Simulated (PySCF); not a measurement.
Species: C₈H₁₁P.
Bonds: C1–C2 (triple), C2–C3, C3–P4, P4–C5, C5–C6, C6–C7, C7–C8 (double), C8–C9, P4–C8. Hydrogens: H10 on C1; H11, H12 on C3; H13, H14 on C5; H15, H16 on C6; H17 on C7; H18, H19, H20 on C9.

Probes without a nucleus sit at each ring's centroid and 1 Å off its mean plane on both sides; NICS is minus the shielding there, NICSzz its component along the normal. Level: GIAO PBE0/pcSseg-1 (PySCF, non-relativistic, gas phase) on the PBE0-D3(BJ)/def2-SVP geometry, one conformer.

Ring bond lengths (Å), with Mayer bond orders in brackets: P4–C5 1.867 (0.96), C5–C6 1.535 (1.01), C6–C7 1.500 (1.04), C7–C8 1.342 (1.82), C8–P4 1.846 (0.92).

Task: What do the NICS probes read (ppm)?

Result: 
```tsv
ring	type	NICS(0)	NICS(1), two faces	NICS(1)zz, two faces	rms pucker (Å)	centre to ring atoms, mean (Å)
P4–C5–C6–C7–C8	5-membered ring with P; formal bonds 1 double, 4 single	-2.7	-4.3 / -2.4	-4.6 / -2.0	0.10	1.36
```

Task: What do they say, and how far can they be read as aromaticity?

Result: 
- P4–C5–C6–C7–C8: mean NICS(1)zz -3.3 ppm, shielded. C5, C6 have four or more neighbours, and the NICS criterion for π rings isn't applied.

Task: How do the values depend on the level or the medium?

Result: 
```csv
level,"NICS(0), P4–C5–C6–C7–C8","mean NICS(1)zz, P4–C5–C6–C7–C8"
"PBE0/pcSseg-1, gas",-2.7,-3.3
"wB97X-D/pcSseg-1, gas",-2.6,-3.2
"PBE0/pcSseg-1, IEF-PCM cyclohexane",-2.8,-3.3
"PBE0/pcSseg-1, IEF-PCM methanol",-2.8,-3.3
```

The geometry is the same throughout; the continuum's cavity takes Bondi-type radii × 1.2.
